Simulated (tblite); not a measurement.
A tight-binding relaxation on `C1=[C]OC([C@H]1[O][GeH3])=O` [radical].

Computed with GFN2-xTB geometry optimisation, gas phase (tblite 0.8.0). Start geometry: from a force field or distance geometry. The command runs a driver script over a list of jobs; the input below is this job's line of settings and its coordinates in Å.

Command:
```bash
OMP_NUM_THREADS=1 python probes_run.py task.json out
```

Input:
```
{"job": {"kind": "relax", "xc": "GFN2-xTB", "basis": "xTB"}, "charge": 0, "multiplicity": 2}
O     -0.996400     0.070400     2.096000
C     -1.388700     0.034400     0.882400
O     -2.668700    -0.064400     0.389800
C     -2.626100    -0.072000    -1.016000
C     -1.365800    -0.006900    -1.386100
C     -0.436700     0.071900    -0.249300
O      0.509600    -0.932500    -0.206600
Ge     2.149500    -0.182000    -0.195500
H     -1.056500    -0.005600    -2.436400
H      0.015600     1.088100    -0.265000
H      3.144800    -1.244200    -0.713500
H      2.213700     1.071700    -1.069800
H      2.501200     0.171700     1.290900
```

Output:
```
step      E/eV     max force
  0    -683.03029    5.394
  1    -683.33424    6.880
  2    -683.59471    1.453
  3    -683.66992    0.942
  4    -683.73419    0.823
  5    -683.75014    0.397
  6    -683.76533    0.394
  7    -683.78483    0.348
  8    -683.79043    0.273
  9    -683.79865    0.192
... (98 lines left out)
108    -684.10042    0.116
109    -684.10244    0.103
110    -684.10370    0.096
111    -684.10418    0.032
112    -684.10446    0.052
113    -684.10469    0.047
114    -684.10482    0.029
115    -684.10487    0.018
116    -684.10490    0.015
117    -684.10494    0.009
```

«max force» is the largest atomic force in eV/Å.

Task: From which step on does the largest force stay under 0.1 eV/Å, and how much energy is left to gain from there?

Result: From step 110 (0.096 eV/Å), 1.2 meV above the end.

Main results: energy lowered by 24.8 kcal/mol over 117 steps; largest atomic force 0.009 eV/Å at the end.

Task: Give the final coordinates.

Result: 1.040 Å rms from the input after alignment:
```
atom  x, y, z in Å
O1    -0.1230    0.7111    1.5809
C2    -0.8470    0.4328    0.6690
O3    -2.1005   -0.0371    0.7914
C4    -2.5039   -0.4731   -0.4305
C5    -1.6578   -0.3053   -1.4148
C6    -0.4610    0.4568   -0.8056
O7     0.7833   -0.0526   -1.0504
Ge8    2.0491   -0.3475    0.1923
H9    -1.7305   -0.5629   -2.4483
H10   -0.5258    1.4961   -1.1760
H11    3.0367   -0.9233   -0.7699
H12    2.4835    0.9554    0.7781
H13    1.5924   -1.3501    1.2048
```

The run took 0.8 s wall on Arm Neoverse V1, one thread, no GPU, shared host with 32 logical CPUs at a one-minute load of 47.
Labels such as C1 count atoms from 1, the log's own numbers from 0.
